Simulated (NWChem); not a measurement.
System: C₄H₃F; SMILES C#CC(=C)F

Input file for NWChem:

```
start job
memory heap 200 mb stack 700 mb global 900 mb
geometry units angstroms noautosym nocenter noautoz
  C      0.055319     2.194659     0.000000
  C     -0.002349     0.971175     0.000000
  C     -0.056632    -0.455627     0.000000
  C     -1.179230    -1.202767     0.000000
  F      1.158001    -1.050972     0.000000
  H      0.102714     3.275041     0.000000
  H     -2.162790    -0.716849     0.000000
  H     -1.111424    -2.299685     0.000000
end
basis spherical
  C library 6-31g*
  F library 6-31g*
  H library 6-31g*
end
dft
  xc b3lyp
  iterations 150
end
cosmo
  dielec 2.4
end
task dft energy
```

Excerpt of the output:

```
             Northwest Computational Chemistry Package (NWChem) 7.3.0
             --------------------------------------------------------

                             Geometry "geometry" -> ""
                             -------------------------

 Output coordinates in angstroms (scale by  1.889725989 to convert to a.u.)

  No.       Tag          Charge          X              Y              Z
 ---- ---------------- ---------- -------------- -------------- --------------
    1 C                    6.0000     0.05531900     2.19465900     0.00000000
    2 C                    6.0000    -0.00234900     0.97117500     0.00000000
    3 C                    6.0000    -0.05663200    -0.45562700     0.00000000
    4 C                    6.0000    -1.17923000    -1.20276700     0.00000000
    5 F                    9.0000     1.15800100    -1.05097200     0.00000000
    6 H                    1.0000     0.10271400     3.27504100     0.00000000
    7 H                    1.0000    -2.16279000    -0.71684900     0.00000000
    8 H                    1.0000    -1.11142400    -2.29968500     0.00000000

 Effective nuclear repulsion energy (a.u.)     140.1681557158

                                 NWChem DFT Module
                                 -----------------

 Summary of "ao basis" -> "ao basis" (spherical)
 ------------------------------------------------------------------------------
       Tag                 Description            Shells   Functions and Types
 ---------------- ------------------------------  ------  ---------------------
 C                           6-31g*                  6       14   3s2p1d
 F                           6-31g*                  6       14   3s2p1d
 H                           6-31g*                  2        2   2s

 in cosmo_initialize ...

 solvent parameters
 solvname_short: unkn
 solvname_long:  unknown
 dielec:        2.4000

          ---------------
          -cosmo- solvent
          ---------------
 Cosmo: York-Karplus, doi: 10.1021/jp992097l
 dielectric constant -eps-     =   2.40
 screen = (eps-1)/(eps    )    =   0.58333
 surface charge correction     = lagrangian

   van der Waals surface
 --------------------------

 ---------- ATOMIC COORDINATES (A.U.) ------------ VDWR(ANG.) --
     1    0.10453775    4.14730415    0.00000000     2.000
     2   -0.00443897    1.83525464    0.00000000     2.000
     3   -0.10701896   -0.86101018    0.00000000     2.000
     4   -2.22842158   -2.27290006    0.00000000     2.000
     5    2.18830458   -1.98604910    0.00000000     1.720
     6    0.19410132    6.18893009    0.00000000     1.300
     7   -4.08708047   -1.35464819    0.00000000     1.300
     8   -2.10028682   -4.34577451    0.00000000     1.300
 number of segments per atom =         32
 number of   points per atom =         32
 atom (   nspa,  nppa )
 ----------------------
    1 (     20,     0 )       0
    2 (     16,     0 )       0
    3 (     10,     0 )       0
    4 (     18,     0 )       0
    5 (     22,     0 )       0
    6 (     16,     0 )       0
    7 (     16,     0 )       0
    8 (     16,     0 )       0
 number of -cosmo- surface points =      134
 molecular surface =    112.698 angstrom**2
 molecular volume  =     93.230 angstrom**3
 G(cav/disp)       =      1.423 kcal/mol
 -lineq- algorithm             =   0
 -bem- low  level              =   2
 -bem- from -octahedral-
 gaussian surface charge width =   4.50000
 degree of switching           =   1.00000
 switching function tolerance  =   0.00010
 atomic radii =
 --------------
    1  6.000  2.000
    2  6.000  2.000
    3  6.000  2.000
    4  6.000  2.000
    5  9.000  1.720
    6  1.000  1.300
    7  1.000  1.300
    8  1.000  1.300
 ...... end of -cosmo- initialization ......

            General Information
            -------------------
          SCF calculation type: DFT
          Wavefunction type:  closed shell.
          No. of atoms     :     8
          No. of electrons :    36
           Alpha electrons :    18
            Beta electrons :    18
          Charge           :     0
          Spin multiplicity:     1
          Use of symmetry is: off; symmetry adaption is: off
          Maximum number of iterations: 150
          AO basis - number of functions:    76
                     number of shells:    36
          Convergence on energy requested:  1.00D-06
          Convergence on density requested:  1.00D-05
          Convergence on gradient requested:  5.00D-04

              XC Information
              --------------
                         B3LYP Method XC Potential
                     Hartree-Fock (Exact) Exchange  0.200
                        Slater Exchange Functional  0.800 local
                    Becke 1988 Exchange Functional  0.720 non-local
              Lee-Yang-Parr Correlation Functional  0.810
                  VWN I RPA Correlation Functional  0.190 local

             Grid Information
             ----------------
          Grid used for XC integration:  medium
          Radial quadrature: Mura-Knowles
          Angular quadrature: Lebedev.
          Tag              B.-S. Rad. Rad. Pts. Rad. Cut. Ang. Pts.
          ---              ---------- --------- --------- ---------
          C                   0.70       49          11.0       434
          F                   0.50       49          11.0       434
          H                   0.35       45          13.0       434
          Grid pruning is: on
          Number of quadrature shells:   380
          Spatial weights used:  Erf1

      Superposition of Atomic Density Guess
      -------------------------------------

 Sum of atomic energies:        -251.50804623

      Non-variational initial energy
      ------------------------------

 Total energy =    -253.771668
 1-e energy   =    -620.612541
 2-e energy   =     226.672717
 HOMO         =      -0.254640
 LUMO         =      -0.003127

   convergence    iter        energy       DeltaE   RMS-Dens  Diis-err
 ---------------- ----- ----------------- --------- --------- ---------
     COSMO gas phase
 d= 0,ls=0.0,diis     1   -253.8725673612 -3.94D+02  1.93D-02  7.13D-01
 d= 0,ls=0.0,diis     2   -253.8590118253  1.36D-02  8.73D-03  9.75D-01
 d= 0,ls=0.0,diis     3   -253.9465166224 -8.75D-02  3.82D-03  9.61D-02
 d= 0,ls=0.0,diis     4   -253.9517872284 -5.27D-03  1.76D-03  4.93D-02
 d= 0,ls=0.0,diis     5   -253.9578726264 -6.09D-03  3.96D-04  1.35D-03
  Resetting Diis
 d= 0,ls=0.0,diis     6   -253.9580028717 -1.30D-04  1.74D-04  2.72D-04
 d= 0,ls=0.0,diis     7   -253.9580396419 -3.68D-05  1.36D-04  2.31D-05
 d= 0,ls=0.0,diis     8   -253.9580325008  7.14D-06  8.65D-05  7.95D-05
 d= 0,ls=0.0,diis     9   -253.9580424095 -9.91D-06  5.45D-06  3.98D-07
 d= 0,ls=0.0,diis    10   -253.9580424601 -5.05D-08  9.76D-07  6.76D-09

   convergence    iter        energy       DeltaE   RMS-Dens  Diis-err
 ---------------- ----- ----------------- --------- --------- ---------
     COSMO solvation phase
 d= 0,ls=0.0,diis     1   -253.9606449865 -2.60D-03  9.89D-04  5.74D-04
 d= 0,ls=0.0,diis     2   -253.9607382126 -9.32D-05  3.61D-04  6.76D-04
 d= 0,ls=0.0,diis     3   -253.9608073257 -6.91D-05  1.10D-04  1.78D-04
 d= 0,ls=0.0,diis     4   -253.9608263830 -1.91D-05  5.06D-05  2.26D-05
 d= 0,ls=0.0,diis     5   -253.9608287302 -2.35D-06  1.73D-05  3.14D-06
 d= 0,ls=0.0,diis     6   -253.9608291022 -3.72D-07  3.58D-06  1.46D-07

         Total DFT energy =     -253.960829102242
      One electron energy =     -623.801219364687
           Coulomb energy =      262.709043919482
    Exchange-Corr. energy =      -33.183458267108
 Nuclear repulsion energy =      140.168155715814

             COSMO energy =        0.146648894258

 Numeric. integr. density =       36.000000123947

                                   COSMO solvation results
                                   -----------------------

                 gas phase energy =      -253.958042460056
                 sol phase energy =      -253.960829102242
 (electrostatic) solvation energy =         0.002786642186 (    1.75 kcal/mol)

                       DFT Final Molecular Orbital Analysis
                       ------------------------------------

 Vector   16  Occ=2.000000D+00  E=-3.253810D-01
              MO Center=  6.9D-02,  5.5D-01, -1.9D-09, r^2= 2.6D+00
   Bfn.  Coefficient  Atom+Function         Bfn.  Coefficient  Atom+Function
  ----- ------------  ---------------      ----- ------------  ---------------
    19      0.361724  2 C  pz                61     -0.288075  5 F  pz
     5      0.284941  1 C  pz                33      0.237087  3 C  pz
    65     -0.214936  5 F  pz                23      0.212166  2 C  pz
    47      0.164758  4 C  pz                 9      0.158050  1 C  pz
    51      0.117335  4 C  pz                37      0.103547  3 C  pz

 Vector   17  Occ=2.000000D+00  E=-2.943570D-01
              MO Center=  2.8D-02,  1.5D+00, -1.9D-10, r^2= 1.6D+00
   Bfn.  Coefficient  Atom+Function         Bfn.  Coefficient  Atom+Function
  ----- ------------  ---------------      ----- ------------  ---------------
    17      0.419345  2 C  px                 3      0.409918  1 C  px
     7      0.261747  1 C  px                21      0.226418  2 C  px
    60     -0.113863  5 F  py                64     -0.081777  5 F  py
    46      0.074765  4 C  py                48      0.057604  4 C  s
    76     -0.057792  8 H  s                 75     -0.046358  8 H  s

 Vector   18  Occ=2.000000D+00  E=-2.475560D-01
              MO Center= -4.2D-01,  5.3D-02, -2.1D-10, r^2= 3.4D+00
   Bfn.  Coefficient  Atom+Function         Bfn.  Coefficient  Atom+Function
  ----- ------------  ---------------      ----- ------------  ---------------
    47      0.369432  4 C  pz                 5     -0.307099  1 C  pz
    51      0.299090  4 C  pz                33      0.277843  3 C  pz
     9     -0.223967  1 C  pz                19     -0.202288  2 C  pz
    61     -0.180544  5 F  pz                37      0.145134  3 C  pz
    65     -0.141923  5 F  pz                23     -0.107842  2 C  pz

 Vector   19  Occ=0.000000D+00  E=-3.459517D-02
              MO Center= -4.3D-01,  1.2D-01,  2.1D-09, r^2= 3.7D+00
   Bfn.  Coefficient  Atom+Function         Bfn.  Coefficient  Atom+Function
  ----- ------------  ---------------      ----- ------------  ---------------
    51      0.470950  4 C  pz                 9      0.396114  1 C  pz
    47      0.371534  4 C  pz                33     -0.331902  3 C  pz
    37     -0.321574  3 C  pz                 5      0.315406  1 C  pz
    23     -0.255065  2 C  pz                19     -0.201539  2 C  pz
    61      0.131230  5 F  pz                65      0.121985  5 F  pz

 Vector   20  Occ=0.000000D+00  E= 1.483154D-02
              MO Center=  2.1D-02,  1.1D+00, -9.3D-10, r^2= 3.0D+00
   Bfn.  Coefficient  Atom+Function         Bfn.  Coefficient  Atom+Function
  ----- ------------  ---------------      ----- ------------  ---------------
     7      0.580082  1 C  px                21     -0.490958  2 C  px
     3      0.404788  1 C  px                17     -0.376299  2 C  px
    76      0.323149  8 H  s                 62      0.228836  5 F  s
    34     -0.222118  3 C  s                 48     -0.200963  4 C  s
    35     -0.180440  3 C  px                63     -0.155936  5 F  px

 Vector   21  Occ=0.000000D+00  E= 1.142628D-01
              MO Center=  2.1D-02,  3.1D+00,  3.3D-08, r^2= 3.0D+00
   Bfn.  Coefficient  Atom+Function         Bfn.  Coefficient  Atom+Function
  ----- ------------  ---------------      ----- ------------  ---------------
    72      2.181191  6 H  s                  8     -1.697269  1 C  py
    22     -1.287743  2 C  py                34     -0.980503  3 C  s
    20     -0.628203  2 C  s                 36     -0.433929  3 C  py
    74      0.308334  7 H  s                  2     -0.239565  1 C  s
     4     -0.208680  1 C  py                 6     -0.197978  1 C  s

     Multipole analysis of the density
     ---------------------------------

     L   x y z        total         alpha         beta         nuclear
     -   - - -        -----         -----         ----         -------
     0   0 0 0     -0.000000    -18.000000    -18.000000     36.000000

     1   1 0 0     -0.530966     -0.410195     -0.410195      0.289425
     1   0 1 0      0.352571      0.323307      0.323307     -0.294043
     1   0 0 1      0.000000      0.000000      0.000000      0.000000

     2   2 0 0    -20.504294    -57.342537    -57.342537     94.180781
     2   1 1 0      1.437381     -4.404134     -4.404134     10.245648
     2   1 0 1     -0.000000     -0.000000     -0.000000      0.000000
     2   0 2 0    -14.934622   -134.156026   -134.156026    253.377430
     2   0 1 1      0.000000      0.000000      0.000000      0.000000
     2   0 0 2    -21.863915    -10.931958    -10.931958      0.000000
```

Level: B3LYP/6-31G* (spherical d), COSMO on the gas-phase geometry. All runs use the structure optimised with PBE-D3(BJ)/def2-SVP. B3LYP is NWChem's, with the RPA form of VWN correlation. COSMO prints the solvation energy as gas minus solution, so a positive value is a stabilisation.
